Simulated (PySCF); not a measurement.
Sn(vinyl)4 (C8H12Sn), SMILES [Sn]([CH]=C)([CH]=C)([CH]=C)[CH]=C.

The structure is a stationary point at B3LYP-D3(BJ)/def2-SVP. The isomer is the one that the SMILES or the coordinates give; other isomers of the formula were not compared. The def2 effective core potentials stand for the cores of Sn; spin–orbit coupling is left out. Other conformers were not sampled.

These are IEF-PCM-M06-2X/def2-SVP run with PySCF values and carry that method's errors.

The values are the electrostatic part of the solvation free energy, E(continuum) − E(gas) at the gas-phase geometry, in a cavity of scaled van der Waals radii (PySCF's table); cavitation and dispersion terms are not included. A continuum can't describe solvent molecules that bind to the metal. In vacuum the orbital gap is 9.08 eV. The dipole moment in vacuum is 0.04 D.

Computed values in water (ε = 78.36), ethylethanoate (ε = 5.99), 1-octanol (ε = 9.86):
```
solvent             ε  ΔG(elec) (kcal/mol)  dipole (D)  gap (eV)
--------------  -----  -------------------  ----------  --------
water           78.36                 -3.1        0.05      9.06
ethylethanoate   5.99                 -2.4        0.02      9.06
1-octanol        9.86                 -2.7        0.03      9.06
```
